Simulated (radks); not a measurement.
Charge is removed step by step from the 5d down level of Bi, starting from [Xe] 4f14 5d(up 5, down 5) 6s2 6p3. Method: scalar-relativistic Kohn-Sham, r2SCAN, spin-polarised, spherical densities, finite nucleus; open shells are filled with parallel spins first (spin-orbit coupling, left out, can overturn this in heavy ions); meta-GGA in the generalised Kohn-Sham scheme; Fermi nuclear charge, rms radius 5.5211 fm; computed with a radial shooting solver on a logarithmic mesh with Libxc functionals.

| removed (e) | E - E(0) (eV) | eigenvalue (eV) | E minus straight line (eV) |
|---|---|---|---|
| 0 | 0.000 | -27.403 | 0.000 |
| 0.125 | 3.514 | -28.849 | -0.664 |
| 0.25 | 7.211 | -30.328 | -1.146 |
| 0.375 | 11.094 | -31.836 | -1.441 |
| 0.5 | 15.168 | -33.372 | -1.546 |
| 0.625 | 19.435 | -34.934 | -1.458 |
| 0.75 | 23.899 | -36.520 | -1.172 |
| 0.875 | 28.562 | -38.130 | -0.687 |
| 1 | 33.428 | -39.761 | 0.000 |

Removing the whole electron costs 33.428 eV by Delta-SCF, against 27.403 eV from minus the eigenvalue at the starting occupation. Slater's transition state (half an electron removed) gives 33.372 eV. Integrating minus the eigenvalue over the occupation (Janak's theorem) gives 33.441 eV. In this scalar-relativistic scheme the density is built from large components alone, so the theorem holds only approximately. The mean slope of the eigenvalue, de/dn, is 12.4 eV per electron.
